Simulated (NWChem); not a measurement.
System: PbHSBr, singlet; SMILES [SH][Pb][Br]

The following NWChem deck was run.

```
start job
memory heap 200 mb stack 900 mb global 1100 mb
geometry units angstroms noautoz
  Pb     0.529881    -0.532031     0.000000
  Br    -0.323938     1.979302     0.000000
  S     -1.809996    -1.600538     0.000000
  H     -1.286052    -2.861974     0.000000
end
basis spherical
  * library def2-tzvp
end
ecp
  Pb library def2-ecp
end
dft
  xc pbe0
  iterations 150
  mulliken
end
task dft energy
```

Output (shortened):

```
             Northwest Computational Chemistry Package (NWChem) 7.3.0
             --------------------------------------------------------

 CS  symmetry detected

                             Geometry "geometry" -> ""
                             -------------------------

 Output coordinates in angstroms (scale by  1.889725989 to convert to a.u.)

  No.       Tag          Charge          X              Y              Z
 ---- ---------------- ---------- -------------- -------------- --------------
    1 Pb                  82.0000     0.49261020    -0.53351401     0.00000000
    2 Br                  35.0000    -0.24816573     2.01345504     0.00000000
    3 S                   16.0000    -1.89266494    -1.49642319     0.00000000
    4 H                    1.0000    -1.42559710    -2.78000635     0.00000000

 Effective nuclear repulsion energy (a.u.)     943.5679615680

      Symmetry information
      --------------------

 Group name             Cs
 Group number              2
 Group order               2
 No. of unique centers     4

                                 NWChem DFT Module
                                 -----------------

 Summary of "ao basis" -> "ao basis" (spherical)
 ------------------------------------------------------------------------------
       Tag                 Description            Shells   Functions and Types
 ---------------- ------------------------------  ------  ---------------------
 Pb                        def2-tzvp                16       50   6s5p3d2f
 Br                        def2-tzvp                16       48   6s5p4d1f
 S                         def2-tzvp                13       37   5s5p2d1f
 H                         def2-tzvp                 4        6   3s1p

      Symmetry analysis of basis
      --------------------------

        a'         95
        a"         46

            General Information
            -------------------
          SCF calculation type: DFT
          Wavefunction type:  closed shell.
          No. of atoms     :     4
          No. of electrons :    74
           Alpha electrons :    37
            Beta electrons :    37
          Charge           :     0
          Spin multiplicity:     1
          Use of symmetry is: on ; symmetry adaption is: on
          Maximum number of iterations: 150
          AO basis - number of functions:   141
                     number of shells:    49
          Convergence on energy requested:  1.00D-06
          Convergence on density requested:  1.00D-05
          Convergence on gradient requested:  5.00D-04

              XC Information
              --------------
                         PBE0 Method XC Functional
                     Hartree-Fock (Exact) Exchange  0.250
          PerdewBurkeErnzerhof Exchange Functional  0.750
            Perdew 1991 LDA Correlation Functional  1.000 local
           PerdewBurkeErnz. Correlation Functional  1.000 non-local

             Grid Information
             ----------------
          Grid used for XC integration:  medium
          Radial quadrature: Mura-Knowles
          Angular quadrature: Lebedev.
          Tag              B.-S. Rad. Rad. Pts. Rad. Cut. Ang. Pts.
          ---              ---------- --------- --------- ---------
          Pb                  1.80      123          10.0       590
          Br                  1.15      112          13.0       590
          S                   1.00       88          11.0       590
          H                   0.35       45          13.0       434
          Grid pruning is: on
          Number of quadrature shells:   368
          Spatial weights used:  Erf1

      Superposition of Atomic Density Guess
      -------------------------------------

 Sum of atomic energies:       -3189.73893347

      Non-variational initial energy
      ------------------------------

 Total energy =   -3162.340995
 1-e energy   =   -5099.665862
 2-e energy   =    1620.949150
 HOMO         =      -0.287256
 LUMO         =      -0.049870

      Symmetry analysis of molecular orbitals - initial
      -------------------------------------------------

  Numbering of irreducible representations:

     1 a'          2 a"

  Orbital symmetries:

     1 a'          2 a'          3 a'          4 a'          5 a'
     6 a"          7 a'          8 a'          9 a'         10 a'
    11 a"         12 a'         13 a'         14 a"         15 a'
    16 a'         17 a'         18 a"         19 a'         20 a'
    21 a"         22 a'         23 a"         24 a'         25 a'
    26 a'         27 a"         28 a"         29 a'         30 a'
    31 a'         32 a'         33 a'         34 a"         35 a'
    36 a"         37 a'         38 a"         39 a'         40 a'
    41 a'         42 a"         43 a'         44 a'         45 a'
    46 a'         47 a'

     ---------------------------------------------
      Total Density - Mulliken Population Analysis
     ---------------------------------------------

    Atom       Charge   Shell Charges
 -----------   ------   -------------------------------------------------------
    1 Pb  22    20.76   0.07 -0.59  1.79  0.76  1.08  0.85 -0.61  6.54  0.30  0.40  0.10  9.09  0.89  0.07  0.02  0.00
    2 Br  35    35.68   2.00  2.00  1.16  0.78  1.02  1.01  6.00  5.94  1.33  3.01  1.41  8.99  1.02 -0.02  0.03  0.00
    3 S   16    16.82   2.01  0.49  1.48  1.09  0.82  4.19  1.69  0.93  2.58  1.51  0.01  0.03  0.00
    4 H    1     0.74   0.19  0.40  0.13  0.02

[...]
```

Level: PBE0/def2-TZVP with def2 effective core potentials on Pb. Low-valent species are run as closed-shell singlets; no triplet was tried in these runs. The geometry was optimised at PBE-D3(BJ)/def2-SVP. def2 effective core potentials on Pb; no spin-orbit coupling.
